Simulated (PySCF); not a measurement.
C4H5N3.
Cartesian coordinates in Å at the GFN2-xTB level; atoms count from 1:
```
atom  x, y, z in Å
C1    -2.2742    0.2538   -0.0771
C2    -1.2033   -0.4922    0.1387
N3     0.0924   -0.0076   -0.0002
C4     1.2547   -0.6838    0.1970
C5     2.2334    0.2397   -0.0707
N6     1.6304    1.3999   -0.4068
N7     0.3673    1.2487   -0.3636
H8    -2.1730    1.2829   -0.3735
H9    -3.2640   -0.1464    0.0389
H10   -1.2489   -1.5301    0.4391
H11    1.2880   -1.7108    0.4940
H12    3.2985    0.1451   -0.0419
```

NICS = −σ at a ghost point: NICS(0) at the centroid of the ring atoms, NICS(1) 1 Å to either side along the normal of their mean plane, zz for the tensor component along that normal. Level: GIAO PBE0/pcSseg-1 (PySCF, non-relativistic, gas phase) on the GFN2-xTB geometry, one conformer.

Ring bond lengths (Å), with Mayer bond orders in brackets: N3–C4 1.359 (1.12), C4–C5 1.372 (1.46), C5–N6 1.350 (1.33), N6–N7 1.273 (1.49), N7–N3 1.336 (1.14).

Q: What do the NICS probes read (ppm)?

A: 
```csv
ring,type,NICS(0),"NICS(1), two faces","NICS(1)zz, two faces",rms pucker (Å),"centre to ring atoms, mean (Å)"
N3–C4–C5–N6–N7,5-membered ring with 3 N; formal bonds all aromatic,-11.6,-12.6 / -12.6,-31.6 / -31.6,0.00,1.14
```

Q: What can be read from them?

A: 
- N3–C4–C5–N6–N7: mean NICS(1)zz -31.6 ppm, shielded. For a flat ring without four-coordinate atoms the NICS criterion counts such a value as aromatic.

Q: And the bond-length index? HOMA = 1 − mean of α(R − Ropt)² over the ring bonds, with Krygowski's 1993 parameters (CC: Ropt 1.388 Å, α 257.7 Å⁻²; CN: Ropt 1.334 Å, α 93.52 Å⁻²; NN: Ropt 1.309 Å, α 130.33 Å⁻²).

A: 
- N3–C4–C5–N6–N7: HOMA 0.92; the largest term is that of N6–N7, α(R − Ropt)² = 0.17. The geometric and the magnetic index point the same way.

Q: At the first NICS(1) probe listed for ring N3–C4–C5–N6–N7, 1 Å off the ring, how large is the induced field along the normal in 1 T applied along it?

A: NICSzz × B0 = -31.6 ppm × 1 T = -32 μT, against the applied field.
